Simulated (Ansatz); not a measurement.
How methods differ on IF (iodine monofluoride)

IF has 2 atoms, charge 0, and is taken as a singlet. SMILES: `FI`. Geometry: the measured bond length.

```jsonl
{"atom": "F", "x (Å)": "0.0000", "y (Å)": "0.0000", "z (Å)": "0.0000"}
{"atom": "I", "x (Å)": "0.0000", "y (Å)": "0.0000", "z (Å)": "1.9098"}
```

Quantity: the energy change with the F1–I2 bond stretched from 1.910 to 4.774 Å, in eV. The values are calculated.

```
                        level                    kind  program  value (eV)  less CCSD(T)/STO-3G  CPU time (all runs)
       HF/STO-3G (restricted)            Hartree–Fock   Ansatz        8.16                +6.93                1.1 s
    SVWN5/STO-3G (restricted)                     LDA   Ansatz        4.65                +3.42                6.5 s
   revPBE/STO-3G (restricted)                     GGA   Ansatz        4.01                +2.78                 22 s
    B3LYP/STO-3G (restricted)           global hybrid   Ansatz        5.03                +3.80                 14 s
  r2SCAN0/STO-3G (restricted)         hybrid meta-GGA   Ansatz        5.51                +4.28                 62 s
CAM-B3LYP/STO-3G (restricted)  range-separated hybrid   Ansatz        6.10                +4.87                8.8 s
   B2PLYP/STO-3G (restricted)           double hybrid   Ansatz        1.23                 0.00                 11 s
      MP2/STO-3G (restricted)     perturbation theory   Ansatz       -1.77                -3.00                  2 s
  CCSD(T)/STO-3G (restricted)   coupled cluster or CI   Ansatz        1.23                 0.00                1.4 s
   CCSDTQ/STO-3G (restricted)   coupled cluster or CI   Ansatz        1.23                 0.00                 17 s
```

Differences are taken from CCSD(T)/STO-3G (restricted) for orientation; it has basis-set and higher-order errors of its own. At this stretch a single reference begins to fail. All-electron rows without a relativistic Hamiltonian named are non-relativistic. The first shape isn't each level's own minimum. The values span -1.77 to 8.16 eV. All rows use very small basis sets, so even the best lies far from the true value. In the correlated wave-function rows the outer d shell of I is correlated, in sets not made for it. CPU times are rough (shared hosts, several kinds of processor): they show what a rung costs within a factor of a few.
